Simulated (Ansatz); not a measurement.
The cluster Sn₂O₄⁺, relaxed as a doublet with UKS PBE-D4/def2-SVP in Ansatz, starting from the GFN2-xTB geometry. Force threshold 0.02 eV/Å.

In the def2 sets Sn takes a core potential; there is no spin–orbit coupling. The structure holds 2 bonds between oxygen atoms, so isomers without such links may lie far lower. The structure comes from a short search, and lower isomers may exist.

Start:

```xyz
6

Sn   -1.2943    1.5997   -0.8864
Sn    0.2445   -0.3483    2.2015
O     1.1629   -1.0371    0.2042
O    -0.9585    0.8073    0.9877
O     0.5582   -1.0824   -0.9608
O     0.2872    0.0609   -1.5462
```

| step | energy (eV) | largest force component (eV/Å) | SCF passes |
| --- | --- | --- | --- |
| 1 | -19827.1159 | 1.636 | 24 |
| 2 | -19827.3042 | 0.668 | 28 |
| 3 | -19827.3482 | 0.275 | 28 |
| 4 | -19827.3537 | 0.093 | 23 |
| 5 | -19827.3579 | 0.051 | 23 |
| 6 | -19827.3587 | 0.017 | 21 |

Force components are those of the run's own axes.

End:

```
atom    x (Å)    y (Å)    z (Å)
 Sn1  -1.1820   1.5746  -0.8236
 Sn2   0.2762  -0.2692   2.0993
  O3   1.1965  -1.0293   0.2119
  O4  -1.0670   0.7342   0.9956
  O5   0.4662  -1.0954  -0.9228
  O6   0.3102   0.0852  -1.5604
```

By distances, no bond broke or formed. The bond that changes most is Sn2–O3, from 2.30 to 2.23 Å (atoms count from 1).

No frequencies were taken in this run, so the end may be a saddle point.

It took 4.1 s on 4 threads of INTEL XEON PLATINUM 8581C on a shared host.
